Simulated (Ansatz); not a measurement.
Mulliken charges of `C=[C](S)[GeH3]` from r2SCAN/def2-TZVPP in Ansatz (PBE0-D4/def2-TZVP geometry).

```csv
atom,x (Å),y (Å),z (Å),charge (e)
C1,-0.813,1.194,-0.859,-0.178
C2,0.065,0.244,-0.542,-0.064
S3,1.283,-0.258,-1.705,-0.103
Ge4,-0.037,-0.708,1.154,0.114
H5,-0.778,1.725,-1.806,0.075
H6,-1.607,1.468,-0.174,0.083
H7,2.125,-0.848,-0.841,0.097
H8,-0.419,-2.175,0.905,-0.002
H9,-1.083,-0.022,2.045,-0.012
H10,1.347,-0.670,1.826,-0.011
```

**Question.** By hand: the dipole of these point charges (1 e Å = 4.8032 D).

**Answer.** Σ q r = (0.018, -0.101, 0.217) e Å, of length 0.240 e Å = 1.15 D.

**Question.** How does the dipole of the full density compare? (An estimate is asked.)

**Answer.** The calculation gave: (-0.026, -0.011, 0.169) e Å, 0.82 D; the point charges give 1.40 times that, at 25° from its direction.

Point charges leave out the atoms' own dipoles, such as those of lone pairs, and Mulliken's split depends on the basis, so the two needn't agree.
